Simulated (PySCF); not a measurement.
C4H8ClFSi2.
Atom-mapped SMILES: `[F:1][Si@@:2]1([SiH3:3])[CH:4]=[CH:5][CH2:6][C@H:7]1[Cl:8]`

Definitions: NICS(0) = −σiso at the ring centroid; NICS(1) = −σiso and NICS(1)zz = −σzz at ±1 Å along the ring normal z. Level: GIAO PBE0/pcSseg-1 (PySCF, non-relativistic, gas phase) on the GFN2-xTB geometry, one conformer.

Ring bond lengths (Å), with Mayer bond orders in brackets: Si2–C4 1.879 (0.86), C4–C5 1.329 (1.89), C5–C6 1.498 (1.03), C6–C7 1.530 (0.99), C7–Si2 1.932 (0.75).

Problem. Give the NICS values of each ring in ppm.

Solution. 
```json
{"ring": "Si2–C4–C5–C6–C7", "type": "5-membered ring with Si; formal bonds 1 double, 4 single", "NICS(0)": "-2.0", "NICS(1), two faces": "-3.0 / -4.0", "NICS(1)zz, two faces": "-1.0 / -4.0", "rms pucker (Å)": "0.10", "centre to ring atoms, mean (Å)": "1.38"}
```

Problem. What do they say, and how far can they be read as aromaticity?

Solution. 
- Si2–C4–C5–C6–C7: mean NICS(1)zz -2.5 ppm, near zero. Si2, C6, C7 have four or more neighbours; no verdict on aromaticity is drawn.

Problem. What are the shieldings of the ring atoms and their hydrogens in the same run (means over atoms taken as equivalent)?

Solution. 
```
  atoms             environment  σ isotropic (ppm)  principal values of the symmetric part, first atom (ppm)
    Si2  fluorine-bound silicon              312.9                                       286.9, 291.0, 360.7
     C4        alkene CH carbon               52.3                                        -53.3, 46.8, 163.3
     C5        alkene CH carbon               23.9                                       -102.7, 23.8, 150.6
     C6          allylic carbon              137.0                                       111.2, 137.0, 162.7
     C7         sp3 C–Cl carbon              137.7                                       110.8, 137.3, 165.2
H on C4        vinylic hydrogen              25.47                                          24.5, 25.2, 26.7
H on C5        vinylic hydrogen              24.45                                          22.2, 24.8, 26.3
H on C6      methylene hydrogen              28.82                                          23.9, 28.5, 34.0
H on C6      methylene hydrogen              28.80                                          25.1, 26.4, 34.9
H on C7        methine hydrogen              28.14                                          23.6, 26.4, 34.4
```
